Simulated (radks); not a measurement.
C, 6 electrons, occupied as [He] 2s2 2p2.

All-electron calculation, scalar-relativistic Kohn-Sham, PBE, spin-polarised, spherical densities, point nucleus; open shells are filled with parallel spins first; hard spherical wall at 3 bohr. Program: a radial shooting solver on a logarithmic mesh with Libxc functionals.

Energy parts (hartree):
part                     energy
total                 -37.37565
kinetic                39.46332
electron-nucleus      -90.90400
Hartree                19.52118
exchange-correlation   -5.45615

Orbitals (lengths in bohr, moments of r in powers of bohr):
[
 {"orbital": "1s up", "occ.": "1", "eigenvalue (hartree)": "-9.62168", "<r>": "0.2717"},
 {"orbital": "1s down", "occ.": "1", "eigenvalue (hartree)": "-9.58470", "<r>": "0.2709"},
 {"orbital": "2s up", "occ.": "1", "eigenvalue (hartree)": "-0.25750", "<r>": "1.367"},
 {"orbital": "2s down", "occ.": "1", "eigenvalue (hartree)": "-0.13237", "<r>": "1.382"},
 {"orbital": "2p up", "occ.": "2", "eigenvalue (hartree)": "0.09702", "<r>": "1.326"},
 {"orbital": "2p down", "occ.": "0", "eigenvalue (hartree)": "0.22222", "<r>": "1.343"},
 {"orbital": "3s up", "occ.": "0", "eigenvalue (hartree)": "1.74506", "<r>": "1.706"},
 {"orbital": "3s down", "occ.": "0", "eigenvalue (hartree)": "1.83948", "<r>": "1.703"},
 {"orbital": "3p up", "occ.": "0", "eigenvalue (hartree)": "1.78561", "<r>": "1.606"},
 {"orbital": "3p down", "occ.": "0", "eigenvalue (hartree)": "1.88025", "<r>": "1.598"},
 {"orbital": "3d up", "occ.": "0", "eigenvalue (hartree)": "1.27609", "<r>": "1.811"},
 {"orbital": "3d down", "occ.": "0", "eigenvalue (hartree)": "1.37298", "<r>": "1.825"}
]

The highest occupied level is 2p up at 2.640 eV. The pressure on the wall is 190 GPa. The density falls to 0.001 e/bohr^3 at r = 2.75 bohr. Spin moment in Bohr magnetons: 2. Summed over all electrons, <r^2> = 8.558 bohr^2, which gives a Langevin (diamagnetic) susceptibility term of -6.78 x 10^-6 cm^3/mol.
